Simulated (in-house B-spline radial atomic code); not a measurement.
Configurations of Fe4+, with energies counted from [Ar] 3d4. Level of theory: scalar-relativistic (X2C) r2SCAN0, spin-polarised, spherical fractional occupations, exact exchange averaged over the configuration, Fermi nucleus of rms radius 3.7377 fm; calculated with a radial B-spline atomic code at the basis-set limit. Shells without spins written out take the highest spin.

Occupations are held fixed; configurations that lie above the ionisation limit could autoionise.

```csv
configuration,E - E(ref) (eV),highest orbital,its <r> (bohr)
[Ar] 3d3 4s1,24.194,4s up,2.017
[Ar] 3d3 4f1,54.802,4f up,3.419
[Ne] 3s2 3p5 3d4 4p1,82.38,4p up,2.227
```

(1) Order these further configurations by energy, lowest first.
A. [Ne] 3s2 3p5 3d5
B. [Ne] 3s2 3p5 3d4 4f1
C. [Ne] 3s2 3p5 3d4 4s1
D. [Ar] 3d3 4p1

## Answers

(1) D (33.152 eV), A (47.803 eV), C (73.35 eV), B (104.24 eV).
